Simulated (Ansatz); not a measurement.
System: H2GeO2, net charge 1, doublet state. SMILES of the parent species: [OH][Ge][OH]

Atoms: Ge1, O2, H3, O4, H5. Bonds: Ge1-O2, Ge1-O4, O2-H3, O4-H5.

Bond lengths (Å) and angles (degrees) optimised at HF/STO-3G with Ansatz (an electronic-structure program); B3LYP/LANL2DZ with Ansatz; B3LYP/6-31G* with LANL2DZ past Ar with Ansatz, each started from the B3LYP-D3(BJ)/def2-TZVP structure (Ansatz) of the last column. A row stands for all coordinates that are equal there. 6-31G* holds six Cartesian d functions. No wavenumbers were computed at HF/STO-3G, B3LYP/LANL2DZ, so these may be saddle points.

```tsv
coordinate	HF/STO-3G	B3LYP/LANL2DZ	B3LYP/6-31G* with LANL2DZ past Ar	B3LYP-D3(BJ)/def2-TZVP
Ge1-O2	1.623	1.731	1.719	1.734
O2-H3	0.979	0.980	0.978	0.973
O2-Ge1-O4	106.7	107.1	108.2	108.2
Ge1-O2-H3	124.5	136.6	122.3	120.5
```

Mean signed difference of all 4 bond lengths from B3LYP-D3(BJ)/def2-TZVP: HF/STO-3G -0.053 Å, B3LYP/LANL2DZ 0.002 Å, B3LYP/6-31G* with LANL2DZ past Ar -0.005 Å.
